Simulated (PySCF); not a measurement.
Job for PySCF: R-M06-2X/def2-TZVPPD on BrH3Si (SMILES [SiH3]Br).

```python
from pyscf import gto, dft

mol = gto.M(
    atom='''
    Si   -0.09735619   -0.09735552   -0.09735552
    Br    1.19312780    1.19312988    1.19312988
    H     0.77836672   -0.93707205   -0.93707205
    H    -0.93706917    0.77837066   -0.93707298
    H    -0.93706917   -0.93707298    0.77837066
    ''',
    basis='def2-tzvppd',
    charge=0, spin=0, verbose=4, max_memory=1800)
mf = dft.RKS(mol, xc='m062x').density_fit(auxbasis='def2-universal-jkfit')
mf.grids.level = 4
mf.conv_tol = 1e-9
mf.max_cycle = 150
mf.kernel()
mf.dip_moment()
```

It printed:

```
PySCF version 2.14.0

[INPUT] verbose = 4
[INPUT] num. atoms = 5
[INPUT] num. electrons = 52
[INPUT] charge = 0
[INPUT] spin (= nelec alpha-beta = 2S) = 0
[INPUT] symmetry False subgroup None
[INPUT] Mole.unit = angstrom
[INPUT] Symbol           X                Y                Z      unit          X                Y                Z       unit  Magmom
[INPUT]  1 Si    -0.097356190000  -0.097355520000  -0.097355520000 AA   -0.183976535631  -0.183975269515  -0.183975269515 Bohr   0.0
[INPUT]  2 Br     1.193127800000   1.193129880000   1.193129880000 AA    2.254684773605   2.254688704235   2.254688704235 Bohr   0.0
[INPUT]  3 H      0.778366720000  -0.937072050000  -0.937072050000 AA    1.470899925276  -1.770809533485  -1.770809533485 Bohr   0.0
[INPUT]  4 H     -0.937069170000   0.778370660000  -0.937072980000 AA   -1.770804091073   1.470907370797  -1.770811290930 Bohr   0.0
[INPUT]  5 H     -0.937069170000  -0.937072980000   0.778370660000 AA   -1.770804091073  -1.770811290930   1.470907370797 Bohr   0.0

nuclear repulsion = 149.995728660401
number of shells = 56
number of NR pGTOs = 238
number of NR cGTOs = 156
basis = def2-tzvppd
ecp = {}


******** <class 'pyscf.df.df_jk.DFRKS'> ********
method = DFRKS
initial guess = minao
damping factor = 0
level_shift factor = 0
DIIS = <class 'pyscf.scf.diis.CDIIS'>
diis_start_cycle = 1
diis_space = 8
diis_damp = 0
SCF conv_tol = 1e-09
SCF conv_tol_grad = None
SCF max_cycles = 150
direct_scf = False
XC library pyscf.dft.libxc version 7.1.2
    S. Lehtola, C. Steigemann, M. J. T. Oliveira, and M. A. L. Marques,  SoftwareX 7, 1–5 (2018)
XC functionals = m062x
    Y. Zhao and D. G. Truhlar,  Theor. Chem. Acc. 120, 215 (2008)
    Y. Zhao and D. G. Truhlar,  Theor. Chem. Acc. 120, 215 (2008)
radial grids:
    Treutler-Ahlrichs [JCP 102, 346 (1995); DOI:10.1063/1.469408] (M4) radial grids

becke partition: Becke, JCP 88, 2547 (1988); DOI:10.1063/1.454033
pruning grids: <function nwchem_prune>
grids dens level: 4
symmetrized grids: False
atomic radii adjust function: <function treutler_atomic_radii_adjust>
small_rho_cutoff = 0
Set gradient conv threshold to 3.16228e-05
Initial guess from minao.
tot grids = 106232
******** <class 'pyscf.df.df.DF'> ********
auxbasis = def2-universal-jkfit
init E= -2864.34517459242
  HOMO = -0.343331982345223  LUMO = -0.0303315513413907  gap/eV = 8.51718
cycle= 1 E= -2865.49279221753  delta_E= -1.15  |g|= 0.249  |ddm|= 1.74
  HOMO = -0.346841003421577  LUMO = -0.0129491157215256  gap/eV = 9.08566
cycle= 2 E= -2865.50079318726  delta_E= -0.008  |g|= 0.16  |ddm|= 0.351
  HOMO = -0.355122953541271  LUMO = 0.00150570312826481  gap/eV = 9.70436
cycle= 3 E= -2865.50753968187  delta_E= -0.00675  |g|= 0.0371  |ddm|= 0.169
  HOMO = -0.354352948375498  LUMO = 0.00107463006826514  gap/eV = 9.67168
cycle= 4 E= -2865.5078080699  delta_E= -0.000268  |g|= 0.00894  |ddm|= 0.0272
  HOMO = -0.355017620054779  LUMO = 0.00135419824130167  gap/eV = 9.69737
cycle= 5 E= -2865.50782102171  delta_E= -1.3e-05  |g|= 0.00143  |ddm|= 0.00797
  HOMO = -0.354639797547945  LUMO = 0.00136750526314877  gap/eV = 9.68745
cycle= 6 E= -2865.50782154805  delta_E= -5.26e-07  |g|= 0.000554  |ddm|= 0.00216
  HOMO = -0.354739438213065  LUMO = 0.00135291117947034  gap/eV = 9.68977
cycle= 7 E= -2865.50782161455  delta_E= -6.65e-08  |g|= 5.6e-05  |ddm|= 0.000539
  HOMO = -0.35473974256217  LUMO = 0.00135457106319237  gap/eV = 9.68982
cycle= 8 E= -2865.50782161543  delta_E= -8.83e-10  |g|= 1.14e-05  |ddm|= 9.42e-05
  HOMO = -0.354738133084054  LUMO = 0.00135468009535522  gap/eV = 9.68978
Extra cycle  E= -2865.50782161547  delta_E= -4.09e-11  |g|= 7.69e-06  |ddm|= 2.11e-05
converged SCF energy = -2865.50782161547
Dipole moment(X, Y, Z, Debye): -0.87447, -0.87447, -0.87447
```

The calculation finished and met its thresholds.

Cost: roughly 21 core-seconds.
